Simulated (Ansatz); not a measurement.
Reaction (redistribution): `N[SiH2][SiH2]CO` + `N[SiH](Cl)Br` → `N[SiH2][SiH2]Cl` + `N[SiH](Br)CO`

Program: Ansatz. Geometries: PBE0-D4/def2-TZVP. ΔE: electronic, gas phase. CCSD(T)/CBS adds triple-zeta CCSD(T) − MP2 to the extrapolated MP2 energy (def2 sets, frozen cores). Functionals use def2-TZVPP. B3LYP here is the variant with VWN-RPA as its local correlation; programs differ in this. For Br outer-core shells are correlated without core-valence functions, which leaves a few kJ/mol of doubt a bond. Scalar relativity is left out up to krypton. One conformer a species, not always the lowest.

Is it downhill or uphill in electronic energy at CCSD(T)/CBS, and by how much? (Estimate.)

Computed: Downhill: ΔE = -14.0 kJ/mol.

What do these levels give: r2SCAN-D4, B3LYP-D4, B2PLYP, r2SCAN, MP2/def2-TZVPP, CCSD/def2-TZVPP? (Best estimate.)

Computed: r2SCAN-D4 -12.2, B3LYP-D4 -15.1, B2PLYP -12.8, r2SCAN -11.8, MP2/def2-TZVPP -13.7, CCSD/def2-TZVPP -13.4 kJ/mol.

Largest T1 diagnostic among the species: 0.012.

The D4 term adds −3.1 kJ/mol with B3LYP and −1.7 kJ/mol with PBE0; it sums over pairs of atoms, weighted by their polarisabilities, and B3LYP, whose exchange is more repulsive, gets the larger term.
